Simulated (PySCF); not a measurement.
SeFCl, SMILES F[Se]Cl.

Geometry: r2SCAN-D4/def2-TZVP.

The numbers are results of PySCF with PBE0/def2-TZVPD, not measurements.

Gas-phase values at a fixed geometry.

Computed frontier levels, gap, dipole moment and polarisability:
```yaml
highest_occupied_level: -7.15 eV
lowest_empty_level: -2.51 eV
orbital_gap: 4.64 eV
dipole_moment: 1.50 D
quadrupole, principal values (traceless, Buckingham form, about the centre of nuclear charge): -2.02, -1.83, 3.85 D·Å
mean_static_polarisability: 43.5 bohr³ (6.44 Å³)
polarisability_principal_values: 35.5, 38.6, 56.3 bohr³
```
